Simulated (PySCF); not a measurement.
Si(H)(F)2(OEt) (C₂H₆F₂OSi), SMILES CCO[SiH](F)F. Heavy atoms are numbered as in [SiH:1]([F:2])([F:3])[O:4][CH2:5][CH3:6]. Hydrogens are named by the atom that carries them.

Geometry: ωB97X-D3(BJ)/def2-SVP. This is a generated structure with no PubChem entry under its InChIKey; it may be hypothetical. Other conformers were not sampled.

All values below come from B3LYP/pcSseg-1 in PySCF.

GIAO shieldings, no solvent; atoms alike by connectivity are averaged. δ = σ(ref) − σ: ²⁹Si against TMS (σ = 338.7 ppm); ¹⁹F against CFCl3 (σ = 161.7 ppm); ¹⁷O against H2O (σ = 333.8 ppm); ¹³C against TMS (σ = 181.3 ppm); ¹H against TMS (σ = 31.68 ppm), references at their B3LYP-D3(BJ)/def2-TZVP geometries, non-relativistic.

```json
[
 {"atoms": "Si1 (SiH)", "nucleus": "²⁹Si", "count": "1", "δ (ppm)": "-67.8"},
 {"atoms": "F2", "nucleus": "¹⁹F", "count": "2", "δ (ppm)": "___"},
 {"atoms": "O4", "nucleus": "¹⁷O", "count": "1", "δ (ppm)": "___"},
 {"atoms": "C5 (CH2)", "nucleus": "¹³C", "count": "1", "δ (ppm)": "65.0"},
 {"atoms": "C6 (CH3)", "nucleus": "¹³C", "count": "1", "δ (ppm)": "22.2"},
 {"atoms": "H on Si1", "nucleus": "¹H", "count": "1", "δ (ppm)": "___"},
 {"atoms": "H on C5", "nucleus": "¹H", "count": "2", "δ (ppm)": "___"},
 {"atoms": "H on C6", "nucleus": "¹H", "count": "3", "δ (ppm)": "1.67"}
]
```

### Question
Fill in the missing entries. (Estimate from the structure and the level; the computed values follow.)

### Answer

- F2, δ (ppm): -156.6
- O4, δ (ppm): 81.0
- H on C5, δ (ppm): 4.40
- H on Si1, δ (ppm): 4.53
